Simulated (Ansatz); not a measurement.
The cluster Be4O3, relaxed as a singlet with RKS PBE0-D4/def2-SVP in Ansatz, starting from the GFN1-xTB geometry. Force threshold 0.02 eV/Å.

The structure holds 1 bond(s) between oxygen atoms. The restricted singlet is unstable towards broken spin symmetry in Hartree–Fock (as tested in another run); at PBE0-D4/def2-SVP this wasn't settled. Another isomer (singlet) lies 7.39 eV lower at PBE0-D4/def2-TZVP; other spin states weren't run for this one.

Start:

```
atom   x (Å)   y (Å)   z (Å)
 Be1   0.608  -1.260  -1.302
 Be2   0.844   0.073   1.896
 Be3   1.444  -1.234   0.496
 Be4  -1.006   1.129   0.213
  O5  -0.205   0.883   1.359
  O6  -0.397  -0.317  -1.477
  O7  -1.288   0.726  -1.186
```

```csv
step,energy (eV),largest force component (eV/Å),SCF passes
1,-7730.0576,1.753,16
2,-7730.3906,0.903,22
3,-7730.5690,0.955,22
4,-7730.5811,1.033,28
5,-7730.7207,0.297,22
6,-7730.7351,0.209,22
7,-7730.7511,0.066,21
8,-7730.7533,0.171,22
9,-7730.7589,0.090,21
10 (rejected),-7730.7400,1.109,26
11,-7730.7679,0.082,20
12,-7730.7763,0.390,21
13,-7730.7980,0.280,20
14,-7730.8169,0.808,28
15,-7730.8428,1.301,27
16,-7730.8750,0.595,27
17,-7730.9097,0.723,22
18,-7730.9782,1.078,28
19,-7731.0072,1.731,29
20,-7731.1769,0.318,26
21,-7731.1834,0.204,23
22,-7731.1941,0.104,24
23,-7731.1947,0.040,24
24,-7731.1948,0.012,24
```

Force components are those of the run's own axes.

End:

```xyz
7

Be    0.467   -0.727   -1.299
Be    0.663    0.074    1.838
Be    1.647   -1.072    0.389
Be   -0.828    0.623    0.085
O    -0.529    0.831    1.495
O    -1.146   -0.468   -1.073
O    -0.274    0.740   -1.436
```

Bonds formed: Be1–O7, Be4–O6 (atoms count from 1).

No frequencies were taken in this run, so the end may be a saddle point.

Hardware: 4 threads of Arm Neoverse V2 on a shared host. Wall time 16 s.
